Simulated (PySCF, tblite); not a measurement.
C6H12NP.
Bonds: C1–P2, P2–N3, P2–C4, C4–C5 (double), C5–C6, C6–C7, C7–C8, C4–C8. Hydrogens: H9, H10, H11 on C1; H12, H13 on N3; H14 on C5; H15, H16 on C6; H17, H18 on C7; H19, H20 on C8.

The geometry is computed with GFN2-xTB (gas phase).

Task: List the bond lengths, angles and torsions at this level.

Result: 
| bond | length (Å) | order |
| --- | --- | --- |
| C1–P2 | 1.856 | single |
| P2–N3 | 1.728 | single |
| P2–C4 | 1.822 | single |
| C4=C5 | 1.328 | double |
| C5–C6 | 1.499 | single |
| C6–C7 | 1.538 | single |
| C7–C8 | 1.537 | single |
| C4–C8 | 1.507 | single |
| C1–H9, C1–H10, C1–H11 | 1.089 | single |
| N3–H12, N3–H13 | 1.017 | single |
| C5–H14 | 1.075 | single |
| C6–H15, C6–H16 | 1.093 | single |
| C7–H17, C7–H18 | 1.090 | single |
| C8–H19, C8–H20 | 1.092 | single |

Bonds in one row agree within 0.01 Å and their mean is given. Orders are formal, as drawn. A selection of angles:
| angle | degrees |
| --- | --- |
| C1–P2–N3 | 96.0 |
| C1–P2–C4 | 98.0 |
| N3–P2–C4 | 97.8 |
| P2–C4–C5 | 128.2 |
| P2–C4–C8 | 120.4 |
| C5–C4–C8 | 111.3 |
| C4–C5–C6 | 112.2 |
| C5–C6–C7 | 103.4 |
| C6–C7–C8 | 105.2 |
| C4–C8–C7 | 103.6 |
| H12–N3–P2 | 110.0 |
| H13–N3–P2 | 109.5 |

Dihedral angles: C1–P2–C4–C5 -100° (anticlinal); P2–C4–C5–C6 -177° (antiperiplanar); C4–C5–C6–C7 13° (synperiplanar); C5–C6–C7–C8 -20° (synperiplanar); C6–C7–C8–C4 19° (synperiplanar); P2–C4–C8–C7 165° (antiperiplanar). The mirror-image conformer, all signs reversed, is as good.

P2 (three-coordinate phosphorus) is pyramidal (angles 98.0°, 97.8° and 96.0°, sum 291.7°, 0.90 Å off the plane of its three neighbours). Of the pairs four or more bonds apart, N3···H14 is among the closest relative to their van der Waals radii: 2.61 Å, 95 % of the sum of Bondi's values. The 5-membered ring C4–C5–C6–C7–C8 has internal angles of 103.4° to 112.2°; it is puckered, 0.09 Å rms from its mean plane, widest ring torsion 20°. The 2 C–P bonds span 1.822 Å (P2–C4, drawn single) to 1.856 Å (C1–P2, drawn single), a spread of 0.034 Å. The C–C distances run from 1.328 Å (C4=C5, drawn double) to 1.538 Å (C6–C7, drawn single), a spread of 0.210 Å. N3 (nitrogen bonded to P and 2 H) is pyramidal (angles 110.0°, 109.5° and 107.1°, sum 326.7°, 0.40 Å off the plane of its three neighbours).

Point group: C1 (no symmetry element, even within 0.4 Å). Its GFN2-xTB frequencies are all real (lowest 37 cm⁻¹). The numbers are those of one conformer (C1–P2–N3–H 175° and -67°, C1–P2–C4–C5 -100°, C4–C5–C6–C7 13°, C5–C6–C7–C8 -20°, C6–C7–C8–C4 19°, P2–C4–C8–C7 165°). 3 starts were optimised and ended at 0.00, 0.05 and 0.94 kcal/mol (GFN2-xTB); the lowest of these is shown.
